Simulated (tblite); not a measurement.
Compound: C₇H₁₇NSi.
Cartesian coordinates in Å at the GFN2-xTB level; atoms count from 1:
```
atom  x, y, z in Å
C1     2.601    1.774    0.989
C2     2.286    0.798    0.154
Si3    1.479   -0.830    0.647
C4    -0.171   -1.137   -0.270
C5    -0.745   -2.489    0.154
C6    -1.230   -0.031   -0.150
C7    -1.456    0.439    1.284
C8    -0.868    1.170   -1.031
N9    -0.711    0.764   -2.420
H10    2.389    1.704    2.045
H11    3.083    2.687    0.670
H12    2.528    0.924   -0.896
H13    2.399   -1.915    0.262
H14    1.303   -0.869    2.106
H15    0.060   -1.205   -1.339
H16   -1.648   -2.723   -0.409
H17   -0.022   -3.282   -0.022
H18   -0.995   -2.499    1.213
H19   -2.177   -0.440   -0.530
H20   -2.317    1.104    1.335
H21   -0.585    0.978    1.648
H22   -1.642   -0.406    1.941
H23   -1.639    1.949   -0.897
H24    0.086    1.587   -0.699
H25   -1.593    0.416   -2.783
H26   -0.434    1.556   -2.989
```

Computed with GFN2-xTB (tblite): harmonic, unscaled wavenumbers at the GFN2-xTB geometry, gas phase. Errors from tens to a few hundred cm⁻¹ against measured bands are possible. Modes of hydrogen on silicon can be 10 to 20 % off. One conformer, not necessarily the lowest.

Harmonic wavenumbers (cm⁻¹): 31.2, 62.3, 74.4, 116.2, 164.3, 195.2, 204.0, 213.5, 240.1, 253.6, 275.0, 295.1, 319.6, 404.6, 458.5, 476.9, 491.5, 548.1, 598.8, 671.3, 700.7, 751.0, 795.2, 854.7, 895.2, 917.0, 941.2, 991.2, 1005.8, 1009.2, 1029.3, 1036.6, 1049.5, 1080.7, 1098.1, 1122.5, 1179.6, 1200.2, 1246.4, 1273.3, 1280.6, 1287.4, 1325.1, 1347.5, 1373.7, 1411.3, 1422.8, 1424.6, 1488.6, 1499.7, 1503.2, 1513.8, 1516.1, 1565.3, 1669.9, 2174.9, 2200.0, 2807.9, 2876.9, 2930.8, 2972.3, 2999.4, 3017.5, 3022.9, 3025.6, 3031.7, 3035.4, 3046.7, 3064.9, 3094.1, 3379.8, 3416.4.

A = 1388, B = 1050, C = 824.8 MHz; mass 143.113 u (most abundant isotopes); point group C1, symmetry number 1.

Q: What is the zero-point energy?

A: ½Σν̃ = 48999 cm⁻¹ = 140.10 kcal/mol.

Q: Give the ideal-gas entropy at 273.15 K and 1 bar in the rigid-rotor, harmonic-oscillator model (classical rotation).

A: Translation 40.38, rotation 29.71, vibration 37.33: S = 107.4 cal/(mol K).

Q: And Cp and H(273.15 K) − H(0)?

A: Cp = 46.29 cal/(mol K), of which vibrations give 38.35 (their classical limit is 72 R = 143.1); H(273.15 K) − H(0) = 7.55 kcal/mol without the zero-point energy, 5.38 from vibrations.

Q: Blend soft modes into free rotors: weight 1/[1 + (100 cm⁻¹/ν̃)⁴] for the oscillator and the rest for a rotor with moment μB/(μ + B), μ = h/(8π²ν), B = 10⁻⁴⁴ kg m². What vibrational entropy results?

A: 34.15 cal/(mol K) in place of 37.33, which changes −T·S at 273.15 K by +0.87 kcal/mol.

Q: Which modes carry the vibrational entropy at 273.15 K?

A: 31.2 cm⁻¹: 5.58; 62.3 cm⁻¹: 4.21; 74.4 cm⁻¹: 3.86; 116.2 cm⁻¹: 2.99; 164.3 cm⁻¹: 2.34; 195.2 cm⁻¹: 2.02 cal/(mol K); the other 66 give 16.34 together.

Q: How do the functions run with temperature in this model?

A: 
```json
{"T (K)": "100", "S (cal/(mol K))": "74.2", "Cp (cal/(mol K))": "23.2", "H − H(0) (kcal/mol)": "1.50", "G − H(0) (kcal/mol)": "-5.92", "ln q(vib)": "2.54"}
{"T (K)": "200", "S (cal/(mol K))": "94.6", "Cp (cal/(mol K))": "36.7", "H − H(0) (kcal/mol)": "4.52", "G − H(0) (kcal/mol)": "-14.40", "ln q(vib)": "6.20"}
{"T (K)": "300", "S (cal/(mol K))": "111.9", "Cp (cal/(mol K))": "49.9", "H − H(0) (kcal/mol)": "8.84", "G − H(0) (kcal/mol)": "-24.74", "ln q(vib)": "9.85"}
{"T (K)": "500", "S (cal/(mol K))": "143.4", "Cp (cal/(mol K))": "74.4", "H − H(0) (kcal/mol)": "21.36", "G − H(0) (kcal/mol)": "-50.32", "ln q(vib)": "16.96"}
{"T (K)": "800", "S (cal/(mol K))": "184.2", "Cp (cal/(mol K))": "99.3", "H − H(0) (kcal/mol)": "47.73", "G − H(0) (kcal/mol)": "-99.65", "ln q(vib)": "27.11"}
{"T (K)": "1000", "S (cal/(mol K))": "207.6", "Cp (cal/(mol K))": "110.5", "H − H(0) (kcal/mol)": "68.77", "G − H(0) (kcal/mol)": "-138.88", "ln q(vib)": "33.43"}
```

q(vib) and H(0) count from the zero-point level.

Q: What must be added to the electronic energy to get the Gibbs energy at 273.15 K and 1 bar?

A: ZPE + [H(273.15 K) − H(0)] − T·S = 140.10 + 7.55 − 29.34 = 118.31 kcal/mol.

Hindered rotation and anharmonicity are outside this model. Other conformers, if any are populated, would add a mixing term that is left out. The structure is chiral; the term R ln 2 for an equal mix with its mirror image is left out.
